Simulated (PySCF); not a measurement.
C4H4S2, SMILES C=C1SC=CS1.

Coordinates come from a TPSSh-D3(BJ)/def2-SVP optimisation.

Method: TPSSh-D3(BJ)/def2-SVP in PySCF.

Frequencies are harmonic and unscaled.

List the normal modes with their intensities. (Estimate from the structure and the level; the computed values follow.)


| mode | ν (cm⁻¹) | IR (km/mol) | moving atoms (share of kinetic energy) |
|---|---|---|---|
| 1 | 83 | 1.1 | C 47 %, S 40 %, H 13 % |
| 2 | 318 | 0.3 | C 43 %, H 30 %, S 28 % |
| 3 | 416 | 0.0 | C 72 %, H 18 %, S 10 % |
| 4 | 432 | 6.8 | S 76 %, C 22 % |
| 5 | 471 | 5.1 | C 84 %, H 11 % |
| 6 | 576 | 6.8 | C 57 %, S 36 % |
| 7 | 629 | 0.0 | H 97 % |
| 8 | 630 | 0.0 | C 56 %, S 39 % |
| 9 | 644 | 67.0 | H 83 %, C 16 % |
| 10 | 754 | 2.9 | C 64 %, S 31 % |
| 11 | 766 | 8.5 | C 50 %, H 33 %, S 17 % |
| 12 | 790 | 48.6 | H 72 %, C 28 % |
| 13 | 812 | 25.5 | C 63 %, H 22 %, S 14 % |
| 14 | 869 | 0.0 | H 82 %, C 18 % |
| 15 | 1093 | 2.1 | C 52 %, H 46 % |
| 16 | 1100 | 4.7 | H 97 % |
| 17 | 1277 | 0.3 | H 69 %, C 30 % |
| 18 | 1403 | 2.4 | H 83 %, C 17 % |
| 19 | 1598 | 2.3 | C 93 % |
| 20 | 1637 | 121.4 | C 88 %, H 12 % |
| 21 | 3163 | 0.3 | H 95 % |
| 22 | 3221 | 3.8 | H 92 % |
| 23 | 3241 | 0.2 | H 91 %, C 9 % |
| 24 | 3265 | 0.4 | H 89 %, C 11 % |
